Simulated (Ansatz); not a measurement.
`[SH][In]([Br])[Br]` and `[CH3][In]([Br])[Br]` differ in one atom or group.

Ansatz, PBE0-D4/def2-TZVP geometries, multiplicity 1. Each molecule was computed in one conformer, which needn't be the lowest.

Elements past krypton have def2 core potentials. Scalar relativity is left out up to krypton.

```csv
property,`[SH][In]([Br])[Br]`
HOMO–LUMO gap (B3LYP/def2-TZVPP) / eV,5.08
HOMO–LUMO gap (PBE0/def2-TZVPP) / eV,5.62
size of the dipole moment (ωB97M-V/def2-TZVPP) / D,1.33
HOMO energy (ωB97M-V/def2-TZVPP) / eV,-10.36
HOMO–LUMO gap (ωB97M-V/def2-TZVPP) / eV,9.69
size of the dipole moment (B3LYP/def2-TZVPP) / D,1.35
```

**Question.** What does the change do to each property? (Estimate.)

**Answer.** Computed: 
| property | `[CH3][In]([Br])[Br]` | shift |
| --- | --- | --- |
| HOMO–LUMO gap (B3LYP/def2-TZVPP) / eV | 5.82 | 0.74 |
| HOMO–LUMO gap (PBE0/def2-TZVPP) / eV | 6.37 | 0.75 |
| size of the dipole moment (ωB97M-V/def2-TZVPP) / D | 3.35 | 2.02 |
| HOMO energy (ωB97M-V/def2-TZVPP) / eV | -10.29 | 0.07 |
| HOMO–LUMO gap (ωB97M-V/def2-TZVPP) / eV | 10.23 | 0.54 |
| size of the dipole moment (B3LYP/def2-TZVPP) / D | 3.37 | 2.02 |

Dipoles are sizes alone; their direction can turn.

B3LYP here is the variant with VWN-RPA as its local correlation; programs differ in this.

Spin–orbit coupling is left out; it splits and shifts lone-pair levels of the heavy atoms by tenths of an eV.
